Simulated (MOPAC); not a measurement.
MOPAC input (AM1):

```
AM1 1SCF UHF MS=0.5 GEO-OK AUX(PRECISION=9) THREADS=1
H2ISi

Si    1.53523423 1   -1.06890713 1    0.05862114 1
I    -0.46260465 1    0.35472738 1   -0.01782576 1
H     1.47008769 1   -1.91189127 1    1.27975967 1
H     1.55467962 1   -1.92396005 1   -1.15569020 1
```

From the output:

```
                                                       MOPAC v23.2.5 Linux

          FINAL HEAT OF FORMATION =         22.68169 KCAL/MOL =      94.90018 KJ/MOL

          COSMO AREA              =        110.45 SQUARE ANGSTROMS
          COSMO VOLUME            =        100.48 CUBIC ANGSTROMS

          IONIZATION POTENTIAL    =          9.602000 EV
          ALPHA SOMO LUMO (EV)    =         -9.602 -1.445
          BETA  SOMO LUMO (EV)    =        -10.557 -1.598
          NO. OF ALPHA ELECTRONS  =          7
          NO. OF BETA  ELECTRONS  =          6
          MOLECULAR WEIGHT        =        157.0058         POINT GROUP:  Cs

          MOLECULAR DIMENSIONS (Angstroms)

            Atom       Atom       Distance
            H     3    I     2     3.24909
            H     4    H     3     2.25909
            H     4   Si     1     0.57431

          SCF CALCULATIONS        =          1

   ATOM   CHEMICAL          X               Y               Z
  NUMBER   SYMBOL      (ANGSTROMS)     (ANGSTROMS)     (ANGSTROMS)

     1      Si          1.53523423  *  -1.06890713  *   0.05862114  *
     2       I         -0.46260465  *   0.35472738  *  -0.01782576  *
     3       H          1.47008769  *  -1.91189127  *   1.27975967  *
     4       H          1.55467962  *  -1.92396005  *  -1.15569020  *

                             CARTESIAN COORDINATES

   1   Si        1.535234230    -1.068907130     0.058621140
   2    I       -0.462604650     0.354727380    -0.017825760
   3    H        1.470087690    -1.911891270     1.279759670
   4    H        1.554679620    -1.923960050    -1.155690200

           Empirical Formula: H2 Si I  =     4 atoms

      MOLECULAR POINT GROUP   :   Cs

          ALPHA EIGENVALUES
 -29.66928 -15.40592 -13.15597 -12.17088 -11.12881 -10.47297  -9.60200  -1.44455
   0.92463   1.27624

           BETA EIGENVALUES
 -29.93127 -15.01330 -13.06125 -12.16286 -10.74751 -10.55732  -1.59799  -1.00546
   1.18656   1.54848

              NET ATOMIC CHARGES AND DIPOLE CONTRIBUTIONS

  ATOM NO.   TYPE          CHARGE      No. of ELECS.   s-Pop       p-Pop
    1         Si           0.327085        3.6729     1.00006     2.67285
    2          I          -0.103972        7.1040     1.97937     5.12460
    3          H          -0.111557        1.1116     1.11156
    4          H          -0.111556        1.1116     1.11156
 DIPOLE           X         Y         Z       TOTAL
 POINT-CHG.     1.022     0.199     0.035     1.042
 HYBRID         0.277    -0.965     0.014     1.004
 SUM            1.299    -0.766     0.049     1.509

          ATOMIC ORBITAL ELECTRON POPULATIONS

     Atom    s        px        py        pz
    1 Si   1.00006   0.86964   0.90317   0.90004
    2  I   1.97937   1.44752   1.68761   1.98948
    3  H   1.11156
    4  H   1.11156

                    (SZ)    =    0.500000
                    (S**2)  =    0.794821

          ATOMIC ORBITAL SPIN POPULATIONS

    Atom   Total    s     px     py     pz
         Atomic
    1 Si  1.2833  0.301  0.541  0.356  0.085
    2  I -0.1321  0.004 -0.065 -0.072  0.001
    3  H -0.0756 -0.076
    4  H -0.0756 -0.076

 **********************
 *                    *
 * JOB ENDED NORMALLY *
 *                    *
 **********************

 == MOPAC DONE ==
```

The geometry given is a B3LYP-D3(BJ)/def2-TZVP minimum.
